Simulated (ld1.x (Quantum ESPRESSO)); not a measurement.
## What one change does to a pseudopotential (Mn, TM)

* Element: manganese (Mn)
* Generator: ld1.x (Quantum ESPRESSO) 7.5
* Type: norm-conserving Troullier–Martins (Kleinman–Bylander form)
* Functional: PBEsol
* Relativity: scalar-relativistic
* Frozen core: [Ar]
* Valence charge: 7
* Reference configuration: 3d5 4s0 4p0 (charge +2)
* Partial waves: 4p (bound, empty): rc 2.75 bohr; 3d (bound): rc 1.45 bohr; 4f channel at 0.05 Ry: rc 2.70 bohr; 4s (bound, empty): rc 2.15 bohr
* Local potential: the s channel
* Core correction: none

All-electron outer shells of the reference configuration (PBEsol, scalar-relativistic, ld1.x):

| shell | level (eV) | outermost node (bohr) | outermost maximum (bohr) |
| --- | --- | --- | --- |
| 3p | -72.27 | 0.31 | 0.75 |
| 3d | -24.28 | – | 0.76 |
| 4s | -19.23 | 1.05 | 2.24 |
| 4p | -13.67 | 1.14 | 2.67 |

Change: functional PBE.

Cutoffs: the cutoffs (Ry, on a coarse ladder) from which the occupation-weighted sum of valence levels, in a spherical-Bessel basis at the reference potential, stays within 10 and 1 mRy of its value at 400 Ry; they do not see the model core or the augmentation charge, which bear on the density cutoff. Errors are all-electron minus pseudo energies relative to the spin-unpolarised reference configuration.

Question: Predict the effect on cutoff, ghosts and configuration errors.

Answer: The potential gets neither clearly harder nor softer (110 Ry and 160 Ry → 110 Ry and 160 Ry); the number of tests with a reliable result goes from 7 to 6; of the 6 tests that both files solve, the error grows in 4 and shrinks in 1 by more than 15 % and 0.3 meV (median size 151.2 → 182.9 meV); neither file shows a bound ghost.

| quantity | base | changed |
| --- | --- | --- |
| cutoff, loose | 110 Ry | 110 Ry |
| cutoff, tight | 160 Ry | 160 Ry |
| bound ghosts | none | none |
| tests with a reliable result | 7 of 7 | 6 of 7 |
| error for 3d5 4s2 4p0, meV [ΔE -23.94 → -24.01 eV] | +172 | +236 |
| error for 3d5 4s1 4p0, meV [ΔE -15.51 → -15.60 eV] | +80 | +96 |
| error for 3d4 4s0 4p0, meV [ΔE 32.48 → 32.52 eV] | -391 | -380 |
| error for 3d5 4s1 4p1, meV [ΔE -20.06 → -20.16 eV] | +128 | +163 |
| error for 3d5 4s1.5 4p0, meV [ΔE -20.57 → -20.65 eV] | +131 | +171 |
| error for 3d4 4s2 4p1, meV [ΔE -16.12 → -16.21 eV] | -289 | -195 |
| s: phases at 3.00 bohr within 0.05 rad from the reference energy up to (Ry; the scan ends near 5) | 0.9 | 0.9 |
| p: phases at 3.00 bohr within 0.05 rad from the reference energy up to (Ry; the scan ends near 5) | 2.4 | 2.4 |
| d: phases at 3.00 bohr within 0.05 rad from the reference energy up to (Ry; the scan ends near 5) | -0.7 | -0.7 |
| f: phases at 3.00 bohr within 0.05 rad from the reference energy up to (Ry; the scan ends near 5) | 3.7 | 3.7 |

Base: ld1.x printed “convergence not achieved” for 5 of the counted tests; their residual had stalled under 1e-8, short of the target of 1e-14.
